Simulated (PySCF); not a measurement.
ReOBr₃, SMILES [O]=[Re]([Br])([Br])[Br] (connectivity only; charge and spin as stated), neutral, multiplicity 3. Atoms are numbered in the order given.

```xyz
5

Re     0.0000     0.0000    -0.4755
O      0.0000     0.0000    -2.1453
Br     1.8951    -1.0942     0.5031
Br     0.0000     2.1883     0.5031
Br    -1.8951    -1.0942     0.5031
```
Charge 0, spin multiplicity 3.

Coordinates come from a PBE0-D3(BJ)/def2-SVP optimisation. The multiplicity is an assumed one; other spin states were not compared. The def2 effective core potentials stand for the cores of Re; spin–orbit coupling is left out.

Calculation: PBE/def2-TZVP (PySCF).

The molecule is in vacuum.

Computed frontier levels, dipole moment and polarisability:
```json
{
 "α spin, highest occupied and lowest empty level": "-5.65 and -3.73 eV",
 "β spin, highest occupied and lowest empty level": "-7.49 and -4.59 eV",
 "dipole_moment": "0.40 D",
 "quadrupole, principal values (traceless, Buckingham form, about the centre of nuclear charge)": "-2.89, 1.44, 1.44 D·Å",
 "mean_static_polarisability": "108.3 bohr³ (16.05 Å³)",
 "polarisability_principal_values": "88.8, 118.1, 118.1 bohr³",
 "⟨S²⟩": "2.008 (pure state 2.00)"
}
```
